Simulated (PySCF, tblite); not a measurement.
Dissociation curve of AlN, triplet.

Levels of theory: UHF/3-21G = unrestricted Hartree-Fock/3-21G in PySCF; GFN2-xTB, 300 K electronic temperature (tblite); UKS-r2SCAN = unrestricted r2SCAN/cc-pVDZ (PySCF 2.14.0).

Energies are in eV, each relative to the lowest point of its own curve near equilibrium.

```tsv
R / Å	UHF/3-21G	GFN2-xTB	UKS-r2SCAN
1.35	6.315	4.789	4.786
1.42	4.338	…	…
1.52	2.455	…	1.369
1.61	1.431	…	0.550
1.67	0.932	0.000	0.242
1.75	0.451	0.005	0.037
1.79	0.284	0.071	0.000
1.84	…	0.195	0.001
1.90	0.035	0.388	0.053
1.96	0.000	…	0.138
2.05	0.041	0.986	0.194
2.20	0.250	1.645	—
```

Question: Fill in the missing entries.

Answer: 
- 1.42, GFN2-xTB: 2.553
- 1.42, UKS-r2SCAN: 3.014
- 1.52, GFN2-xTB: 0.825
- 1.61, GFN2-xTB: 0.161
- 1.84, UHF/3-21G: 0.136
- 1.96, GFN2-xTB: 0.613

A dash means that the run gave no value there, or that the column was ended at a point which the program doubted or which failed a test of continuity chosen for this set; such a test can also cut sound points.

The scan ran from 1.35 to 7.23 Å; beyond the distances shown one of the unrestricted levels run for this scan, shown here or not, changes its spin distribution in one step. The unrestricted determinant behind UHF/3-21G is spin-contaminated at 1.35, 1.61 to 1.79 Å (<S²> up to 2.2, against 2.00 for a pure triplet).
